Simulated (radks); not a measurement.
Values are calculated unless marked as measured or tabulated.
Excited configurations of the barium ion Ba20+: one electron is placed in a higher orbital outside [Ar] 3d10 4s2 4p5. The ground configuration is [Kr]. Code: a radial shooting solver on a logarithmic mesh with Libxc functionals. Model: scalar-relativistic Kohn-Sham, r2SCAN, spin-unpolarised, spherical densities, finite nucleus; meta-GGA in the generalised Kohn-Sham scheme; Fermi nuclear charge, rms radius 4.8378 fm. Excitation = E - E(ground); binding = E(ion) - E, where the ion is the core of charge +21; n* = 21/sqrt(2 binding) in atomic units. These energies are relativistic, and a one-electron ion of charge +21 with no core already has n* below n in this formula (scalar-relativistic equation, point nucleus: 4f 3.999, 5s 4.990, 5d 4.997, 6s 5.990, 6d 5.997, 6f 5.998, 7d 6.997).

| outer orbital | excitation (eV) | binding (eV) | n* | eigenvalue (eV) | <r> (bohr) |
|---|---|---|---|---|---|
| 4f | 211.97 | 443.09 | 3.680 | -426.20 | 0.6674 |
| 5s | 269.49 | 385.57 | 3.945 | -377.69 | 1.124 |
| 5d | 341.73 | 313.34 | 4.376 | -305.92 | 1.244 |
| 6s | 410.30 | 244.76 | 4.951 | -239.61 | 1.761 |
| 6d | 448.93 | 206.14 | 5.395 | -201.45 | 1.945 |
| 6f | 471.86 | 183.20 | 5.723 | -178.72 | 2.043 |
| 7d | 508.57 | 146.49 | 6.400 | -143.20 | 2.787 |

The Delta-SCF ionisation energy is 655.07 eV (NIST Atomic Spectra Database: 646 eV, theoretical). Self-interaction in the functional shifts the binding energies and quantum defects, so they are the method's values and not measured ones. Spin polarisation and multiplet splitting are left out, so open shells lie too high by an amount that depends on their filling. Spin-orbit splitting is averaged out at the scalar-relativistic level.

Beside tabulated values, note that spin-unpolarised runs miss the spin-polarisation part of the exchange energy of open shells.
